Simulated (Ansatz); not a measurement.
Cost and result for the atomization energy of CH₅PSe, SMILES `C[Se]P` (8 atoms, 7 bonds).

Total charge 0; spin multiplicity 1. Correlated methods include outer-core shells of Se, which these sets cover unevenly. Scalar relativity is left out up to krypton. All single points use the PBE0-D4/def2-TZVP geometry. It is one conformer, not always the lowest. Program: Ansatz. All runs use 2 threads of an Arm Neoverse V1 on a shared host. Times are those of one run each, without the atoms' runs, and a repeat can differ threefold. Electronic energies, without spin–orbit coupling; frozen cores. CCSD(T)/CBS adds CCSD(T) − MP2 in def2-TZVPP to the MP2 limit, and its time is that of the two runs behind it. T1 = 0.010. With those shells the extrapolation isn't a true limit. B3LYP takes the VWN-RPA correlation (the form of Gaussian; ORCA's B3LYP/G). HSE06 is the plane-wave form, built on full-range PBE exchange.

CCSD(T)/CBS is a level of theory with its own doubt, some kJ/mol a heavy atom from the limit and from the frozen cores, so smaller differences don't rank the functionals.

```csv
level,functions,wall time,atomization (kJ/mol),difference from CCSD(T)/CBS,per bond
BLYP-D4/def2-TZVPP,191,2.5 s,2477.4,2.3,0.3
PBE-D4/def2-TZVPP (with forces),191,3 s,2511.0,35.9,5.1
BHLYP-D4/def2-TZVPP,191,3.4 s,2419.5,-55.6,-7.9
CCSD(T)/def2-SVP,89,3.7 s,2279.5,-195.6,-28.0
PBE0-D4/def2-TZVPP,191,3.8 s,2473.5,-1.6,-0.2
CAM-B3LYP-D4/def2-TZVPP,191,3.8 s,2476.0,0.9,0.1
HSE06-D4/def2-TZVPP,191,3.9 s,2474.8,-0.3,0.0
B3LYP-D4/def2-TZVPP (with forces),191,6 s,2484.3,9.2,1.3
B2PLYP/def2-TZVPP,191,6 s,2439.9,-35.2,-5.0
ωB97M-V/def2-TZVPP (with forces),191,14 s,2481.2,6.1,0.9
MP2/def2-QZVPP,366,22 s,2438.3,-36.8,-5.3
CCSD(T)/def2-TZVPP,191,78 s,2400.8,-74.3,-10.6
CCSD(T)/CBS(def2),–,100 s,2475.1,0.0,0.0
```

From PBE to PBE0 (25 % exact exchange), in def2-TZVPP and without D4, the atomization energy moves by −35.0 kJ/mol: exact exchange takes away binding that semilocal exchange gives to molecules. The D4 term adds +26.7 kJ/mol with B3LYP and +13.7 kJ/mol with PBE0; it sums over pairs of atoms, weighted by their polarisabilities, and B3LYP, whose exchange is more repulsive, gets the larger term. In def2-TZVPP, CCSD(T) changes the Hartree–Fock value by +657.8 kJ/mol (the triples alone add +36.8 kJ/mol) and MP2 by +651.9 kJ/mol; breaking electron pairs costs correlation energy, which Hartree–Fock lacks.
